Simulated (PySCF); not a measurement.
## `FC(F)(F)c1cccs1`, C$_{5}$H$_{3}$F$_{3}$S

Geometry (Å), atoms numbered from 1 in this order:
```xyz
12

F    -2.438   -1.388    0.006
C    -1.937   -0.149    0.171
F    -2.451    0.303    1.331
F    -2.470    0.608   -0.800
C    -0.452   -0.116    0.143
C     0.338    0.571   -0.730
C     1.710    0.377   -0.469
C     1.925   -0.448    0.589
S     0.469   -1.011    1.297
H    -0.050    1.186   -1.522
H     2.494    0.832   -1.045
H     2.862   -0.765    1.003
```

Theory: TDDFT LC-wPBE/def2-SVPD excited states, vertical, gas phase (PySCF). Geometry: GFN2-xTB.

Problem. Give the one- and two-photon strengths of the lowest singlets.

Solution. δ for parallel linear polarisation; σ at the peak of a Lorentzian of half width 0.1 eV, single beam; Ω is circular over linear.
```
state  E (eV)      f  photon λ (nm)  δ (au)  σ (GM)     Ω                                    main
   S1    5.78  0.113            429    15.7    0.19  1.02        HOMO→LUMO 0.77, HOMO−1→LUMO 0.17
   S2    5.99  0.132            414      11    0.14  0.90        HOMO−1→LUMO 0.74, HOMO→LUMO 0.18
   S3    6.66  0.000            372    1.26    0.02  1.50  HOMO−1→LUMO+1 0.37, HOMO−1→LUMO+5 0.17
   S4    7.07  0.002            351    1.75    0.03  1.50      HOMO→LUMO+1 0.41, HOMO→LUMO+2 0.14
   S5    7.88  0.003            315    24.4    0.56  1.50      HOMO→LUMO+2 0.45, HOMO→LUMO+1 0.21
```

Among these, the strongest one-photon state is S2, the strongest two-photon state S5, with a dipole change of 2.8 D (relaxed, norm of the difference vector).
